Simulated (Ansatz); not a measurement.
An input meant for CuI₂ (charge 0, doublet).

```yaml
crystal:
  periodic: [false, false, false]
  atoms:
    - {symbol: Cu, position_ang: [0.000052, 0.000031, 0.000004]}
    - {symbol: I, position_ang: [-0.015659, -0.019688, 2.403254]}
    - {symbol: I, position_ang: [0.015607, 0.019657, -2.403259]}
basis:
  gaussian: {orbitals: def2-TZVP, final_grid: {core_spheres: 5, valence_spheres: 4, degree: 11}}
magnetization: {spin_polarized: true, initial_magnetization: 1}
hamiltonian: {xc: {name: HF}}
correlation: {method: mp2, frozen_orbitals: {Cu: 0}}
scf: {omitted_lower_state_checks: [starts]}
output: {forces: true}
```

```sh
$ ansatz run in.yaml --threads 4 --pin off --events-out ev --progress --plain --max-ram 3916MiB
```

Output, abridged:

```
Functional definition: HF
Error: "frozen_orbitals" has no count for I
```

Something in this input is off. What?

Frozen orbitals are typed for one element alone, and the program wants a count for each (the count typed has to fit that element's core, too). The program refused the input.
